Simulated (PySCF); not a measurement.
# Electron correlation in P³⁺ (phosphorus, charge +3)

[Ne] 3s2, closed-shell 1S. Computed with PySCF 2.14 in dyall-av3z (19s12p3d2f, 84 functions), with the spin-free X2C one-electron Hamiltonian (Gaussian nucleus). Frozen: [Ne]; 2 electrons correlated; the 26 highest virtual orbitals of each spin left out.

With two correlated electrons CCSD is exact within the correlated space (frozen core and kept virtual orbitals).

```tsv
level	correlation energy (mhartree)
CCSD	-49.92
```

Diagnostics: T1 = 0.0048, D1 = 0.0068, largest double amplitude 0.113.

Cost of the coupled-cluster step: of the order of 1 core-seconds, for 2 correlated electrons.

Iterations:

```
CC2 = 0
CCSD nocc = 1, nmo = 53
frozen orbitals [0, 1, 2, 3, 4, 58, 59, 60, 61, 62, 63, 64, 65, 66, 67, 68, 69, 70, 71, 72, 73, 74, 75, 76, 77, 78, 79, 80, 81, 82, 83]
max_cycle = 100
direct = 0
conv_tol = 1e-08
conv_tol_normt = 1e-06
diis_space = 8
diis_start_cycle = 0
Init t2, MP2 energy = -339.418294553224  E_corr(MP2) -0.0359397810584644
Init E_corr(CCSD) = -0.0359397810593801
cycle = 1  E_corr(CCSD) = -0.0443798361760422  dE = -0.00844005512  norm(t1,t2) = 0.0436733
cycle = 2  E_corr(CCSD) = -0.0475185552491217  dE = -0.00313871907  norm(t1,t2) = 0.0188816
cycle = 3  E_corr(CCSD) = -0.0499310072864222  dE = -0.00241245204  norm(t1,t2) = 0.00853337
cycle = 4  E_corr(CCSD) = -0.0499206634101923  dE = 1.03438762e-05  norm(t1,t2) = 0.000306349
cycle = 5  E_corr(CCSD) = -0.0499257996047036  dE = -5.13619451e-06  norm(t1,t2) = 1.6354e-05
cycle = 6  E_corr(CCSD) = -0.0499243927812332  dE = 1.40682347e-06  norm(t1,t2) = 3.84828e-06
cycle = 7  E_corr(CCSD) = -0.0499245921212659  dE = -1.99340033e-07  norm(t1,t2) = 7.19393e-07
cycle = 8  E_corr(CCSD) = -0.0499245966248012  dE = -4.50353532e-09  norm(t1,t2) = 3.70522e-08
CCSD converged
E(CCSD) = -339.4322793687907  E_corr = -0.04992459662480121
```
